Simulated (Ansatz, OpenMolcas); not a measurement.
**A ladder of methods for C2H5BO (SMILES B1CCO1)**

C2H5BO has 9 atoms, charge 0, and is taken as a singlet. SMILES: `B1CCO1`. The shape is that of a PBE0-D4/def2-TZVP optimisation.

Quantity: the vertical ionisation energy (to the doublet cation), in eV. The values are calculated.

```json
{"level": "HF/def2-SVP", "kind": "Hartree–Fock", "program": "Ansatz", "value (eV)": "10.32"}
{"level": "SVWN5/def2-SVP", "kind": "LDA", "program": "OpenMolcas", "value (eV)": "10.60"}
{"level": "PBE/def2-SVP", "kind": "GGA", "program": "Ansatz", "value (eV)": "10.46"}
{"level": "r2SCAN/def2-SVP", "kind": "meta-GGA", "program": "Ansatz", "value (eV)": "10.58"}
{"level": "PBE0/def2-SVP", "kind": "global hybrid", "program": "Ansatz", "value (eV)": "10.76"}
{"level": "wB97M-V/def2-SVP", "kind": "range-separated hybrid", "program": "Ansatz", "value (eV)": "10.90"}
{"level": "RPA@PBE0/def2-SVP", "kind": "RPA", "program": "Ansatz", "value (eV)": "10.86"}
{"level": "CCSD/def2-SVP", "kind": "coupled cluster or CI", "program": "Ansatz", "value (eV)": "10.85"}
```

The values span 10.32 to 10.90 eV.
